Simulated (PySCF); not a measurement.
Species: C₆H₁₂S.
InChI=1S/C6H12S/c7-6-4-2-1-3-5-6/h6-7H,1-5H2

Level of theory: PySCF, TDDFT PBE0/def2-SVPD, vertical, gas phase, core orbitals frozen in the response. The structure is a single PBE0-D3(BJ)/def2-SVP conformer in the gas phase; no vibrational or solvent corrections.

Task: What does the calculation give for the low-lying excited states?

Result: 

```
state  E (eV)  E (hartree)       f  main configurations (H = HOMO, L = LUMO)
   S1    5.46       0.2007  0.0055                                 H→L (88%)
   S2    6.15       0.2262   0.027                  H→L+1 (84%), H→L+3 (11%)
   S3    6.75       0.2480  0.0088                               H→L+2 (84%)
   S4    6.86       0.2521   0.018                   H→L+3 (74%), H→L+1 (9%)
   S5    7.05       0.2592   0.015                               H→L+4 (87%)
   S6    7.61       0.2798   0.024                   H→L+5 (69%), H→L+7 (8%)
   S7    7.75       0.2849  0.0039                  H-1→L (59%), H→L+6 (25%)
   S8    7.77       0.2857   0.011                  H→L+6 (55%), H-1→L (30%)
   S9    7.92       0.2911  0.0034                  H-2→L (57%), H→L+7 (30%)
  S10    7.95       0.2923   0.026                  H→L+7 (45%), H-2→L (39%)
```

Triplets (Tamm–Dancoff): T1 5.01 eV, H→L (79%); T2 5.73 eV, H→L+1 (79%), H→L+3 (11%); T3 6.57 eV, H→L+2 (70%), H→L+7 (10%), H→L (9%); T4 6.75 eV, H→L+3 (65%), H→L+5 (9%).

The lowest singlet lies at 5.46 eV (227 nm, ultraviolet) and is weak; its leading configuration is HOMO→LUMO (88%). The strongest level in the table is S2 at 6.15 eV (201 nm, f = 0.027). Löwdin shares by element: HOMO sulfur 74%, carbon 10% or more, hydrogen 6% or more; LUMO sulfur 38%, hydrogen 19% or more, carbon 6% or more (atoms not listed hold the other 37%). Of the 10 states listed, 6 reach f = 0.01 and none stays under 0.0005. The listed states span 2.49 eV, and the widest gap between neighbours is 0.69 eV (S1 to S2). Weighted by f, the mean energy of these states is 7.13 eV. All these states lie below the vertical ionisation energy of 8.88 eV (ΔSCF). The window holds the lowest 10 singlets.

Hardware: one thread of an Arm Neoverse V1, no GPU, shared host. Cost: 93 s wall.
